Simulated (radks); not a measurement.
Task: The mean radii <r> (bohr) of the occupied orbitals of an atom or ion are listed with their occupations. Calculated with a radial shooting solver on a logarithmic mesh with Libxc functionals: Dirac Kohn-Sham, LDA (Slater exchange, Perdew-Wang correlation), spin-unpolarised, spherical densities, finite nucleus; Fermi nuclear charge, rms radius of each element as measured or else 0.836 A^(1/3) + 0.57 fm.

orbital  occ.      <r>
1s1/2       2  0.01633
2s1/2       2  0.06812
2p1/2       2  0.05591
2p3/2       4  0.06470
3s1/2       2   0.1772
3p1/2       2   0.1675
3p3/2       4   0.1836
3d3/2       4   0.1595
3d5/2       6   0.1644
4s1/2       2   0.3918
4p1/2       2   0.3932
4p3/2       4   0.4278
4d3/2       4   0.4336
4d5/2       6   0.4448
5s1/2       2   0.8771
4f5/2       6   0.4646
4f7/2       8   0.4711
5p1/2       2   0.9405
5p3/2       4    1.036
5d3/2       4    1.353
5d5/2       6    1.409
6s1/2       2    2.379

Name the element and its charge. Open shells, if any, fill j = l - 1/2 first.

Result: Z = 81, thallium, charge +1: Tl+ in [Hg]. The 1s radius gives Z: for a bare nucleus <r> = (2 gamma + 1)/(2Z) with gamma = sqrt(1 - (Z/c)^2), 0.01613 bohr for Z = 81, and screening makes it slightly larger (0.01633 here). The occupations add up to 80, and the charge is Z minus that.
